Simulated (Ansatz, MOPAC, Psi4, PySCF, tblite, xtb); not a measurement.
Dimer H4Si ··· H2Se (SMILES [SiH4] and [SeH2]) at R = 3.97 Å between the centres of mass, closest contact 3.09 Å (lowest of the rigid-body minima from ten starts at GFN2-xTB). Geometry in Å and degrees:

```
Si
H 1 1.4803
H 1 1.4803 2 109.47
H 1 1.4803 2 109.47 3 120.00
H 1 1.4803 2 109.47 4 120.00
Se 5 3.1428 1 113.31 2 56.97
H 6 1.4704 5 165.78 1 6.78
H 6 1.4704 7 91.29 5 3.84
```

- GFN2-xTB (tblite)
- SAPT0/jun-cc-pVDZ, frozen core (Psi4)
- PBE0/def2-TZVP, counterpoise-corrected (Psi4)
- PBE0-D3(BJ)/def2-TZVP, counterpoise-corrected (Psi4)
- PBE/def2-TZVP, counterpoise-corrected (Psi4)
- PBE-D3(BJ)/def2-TZVP, counterpoise-corrected (Psi4)
- wB97X-V/def2-TZVP, counterpoise-corrected (Psi4)
- RHF/aug-cc-pVTZ, counterpoise-corrected (Ansatz, a program for electronic structure)
- MP2/aug-cc-pVTZ = MP2 on RHF/aug-cc-pVTZ, cores with 3d frozen, counterpoise-corrected (Ansatz)
- CCSD/aug-cc-pVTZ = CCSD on RHF/aug-cc-pVTZ, cores with 3d frozen, counterpoise-corrected (Ansatz)
- CCSD(T)/aug-cc-pVTZ = CCSD(T) on RHF/aug-cc-pVTZ, cores with 3d frozen, counterpoise-corrected run with Ansatz
- RHF/aug-cc-pVQZ, counterpoise-corrected (Ansatz)
- MP2/aug-cc-pVQZ = MP2 on RHF/aug-cc-pVQZ, cores with 3d frozen, counterpoise-corrected in Ansatz
- PM7, restricted, heats of formation (MOPAC)
- PM3, restricted, heats of formation (MOPAC)
- GFN1-xTB (xtb)
- RKS-B3LYP/6-31G* = restricted B3LYP/6-31G*, spherical d, no counterpoise correction (PySCF)
- RMP2/6-31G* = restricted MP2 (frozen core)/6-31G*, spherical d, no counterpoise correction (PySCF)
- RKS-BP86/6-31G* = restricted BP86/6-31G*, spherical d, no counterpoise correction (PySCF)
- RKS-LDA (SVWN5)/6-31G* = restricted LDA (SVWN5)/6-31G*, spherical d, no counterpoise correction (PySCF)

Question: What interaction energy does each level give?

Answer: 
```
method                  E_int / kcal/mol
----------------------  ----------------
GFN1-xTB                           -1.74
GFN2-xTB                           -1.68
RKS-LDA (SVWN5)/6-31G*             -1.63
PM3                                -1.44
PBE-D3(BJ)/def2-TZVP               -0.99
PBE0-D3(BJ)/def2-TZVP              -0.92
MP2/aug-cc-pVQZ                    -0.76
MP2/aug-cc-pVTZ                    -0.67
CCSD(T)/aug-cc-pVTZ                -0.62
PM7                                -0.62
wB97X-V/def2-TZVP                  -0.57
CCSD/aug-cc-pVTZ                   -0.34
RMP2/6-31G*                        -0.08
PBE/def2-TZVP                       0.06
SAPT0/jun-cc-pVDZ                   0.09
PBE0/def2-TZVP                      0.15
RKS-B3LYP/6-31G*                    0.71
RKS-BP86/6-31G*                     0.97
RHF/aug-cc-pVQZ                     1.26
RHF/aug-cc-pVTZ                     1.27
```
